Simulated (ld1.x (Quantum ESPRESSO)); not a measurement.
# What one change does to a pseudopotential (Si (Z = 14), TM)

Si, norm-conserving Troullier–Martins (Kleinman–Bylander form), made with ld1.x (Quantum ESPRESSO) 7.5 (LDA (PZ), scalar-relativistic). Core [Ne], reference 3s2 3p2. Waves: 3s (bound): rc 1.90 bohr; 3p (bound): rc 1.95 bohr; 3d channel at 0.45 Ry: rc 1.85 bohr. Local part: all-electron potential smoothed inside 1.75 bohr (lloc = -1). Core correction: a·sin(br)/r model core inside 1.20 bohr.

All-electron outer shells of the reference configuration (LDA (PZ), scalar-relativistic, ld1.x):

```csv
shell,level (eV),outermost node (bohr),outermost maximum (bohr)
2s,-138.73,0.15,0.45
2p,-95.60,–,0.39
3s,-10.88,0.72,1.77
3p,-4.17,0.72,2.14
```

Change: all radii but the core radius scaled by about 0.85 (s 1.62, p 1.66, d 1.58 bohr); local potential all-electron potential smoothed inside 1.50 bohr (lloc = -1).

Cutoffs: the cutoffs (Ry, on a coarse ladder) from which the occupation-weighted sum of valence levels, in a spherical-Bessel basis at the reference potential, stays within 10 and 1 mRy of its value at 400 Ry; they do not see the model core or the augmentation charge, which bear on the density cutoff. Errors are all-electron minus pseudo energies relative to the spin-unpolarised reference configuration.

Problem. Predict the effect on cutoff, ghosts and configuration errors.

Solution. The potential gets neither clearly harder nor softer (15 Ry and 35 Ry → 15 Ry and 40 Ry); of the 9 tests that both files solve, the error grows in 1 and shrinks in 3 by more than 15 % and 0.3 meV (median size 6.7 → 5.9 meV); neither file shows a bound ghost.

```csv
quantity,base,changed
"cutoff, loose",15 Ry,15 Ry
"cutoff, tight",35 Ry,40 Ry
bound ghosts,none,none
"error for 3s2 3p1, meV [ΔE 7.83 eV]",+3.6,+3.5
"error for 3s2 3p0, meV [ΔE 23.94 eV]",+27,+24
"error for 3s1 3p0, meV [ΔE 58.09 eV]",+82,+80
"error for 3s1 3p3, meV [ΔE 6.81 eV]",-1.6,+0.4
"error for 3s1 3p2, meV [ΔE 15.24 eV]",+4.6,+7.7
"error for 3s2 3p1.5, meV [ΔE 2.96 eV]",+0.5,+0.6
"error for 3s0 3p4, meV [ΔE 13.78 eV]",-7.3,+1.6
"error for 3s2 3p2 (spin-polarised), meV [ΔE -0.61 eV]",+8.1,+6.5
"error for 3s2 3p1 (spin-polarised), meV [ΔE 7.62 eV]",+6.7,+5.9
```
